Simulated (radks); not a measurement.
The numbers below are computed, except where a source is named.
The mean radii <r> (bohr) of the occupied orbitals of an atom or ion are listed with their occupations. Level of theory: Dirac Kohn-Sham, HCTH/407, spin-unpolarised, spherical densities, point nucleus (a radial shooting solver on a logarithmic mesh with Libxc functionals).

| orbital | occ. | <r> |
|---|---|---|
| 1s1/2 | 2 | 0.02410 |
| 2s1/2 | 2 | 0.1026 |
| 2p1/2 | 2 | 0.08603 |
| 2p3/2 | 4 | 0.09234 |
| 3s1/2 | 2 | 0.2716 |
| 3p1/2 | 2 | 0.2612 |
| 3p3/2 | 4 | 0.2734 |
| 3d3/2 | 4 | 0.2444 |
| 3d5/2 | 6 | 0.2482 |
| 4s1/2 | 2 | 0.6077 |
| 4p1/2 | 2 | 0.6201 |
| 4p3/2 | 4 | 0.6440 |
| 4d3/2 | 4 | 0.6722 |
| 4d5/2 | 5 | 0.6797 |

Name the element and its charge. Open shells, if any, fill j = l - 1/2 first.

Answer. Z = 59, praseodymium, charge +14: Pr14+ in [Kr] 4d9. The 1s radius gives Z: for a bare nucleus <r> = (2 gamma + 1)/(2Z) with gamma = sqrt(1 - (Z/c)^2), 0.02377 bohr for Z = 59, and screening makes it slightly larger (0.02410 here). The occupations add up to 45, and the charge is Z minus that.
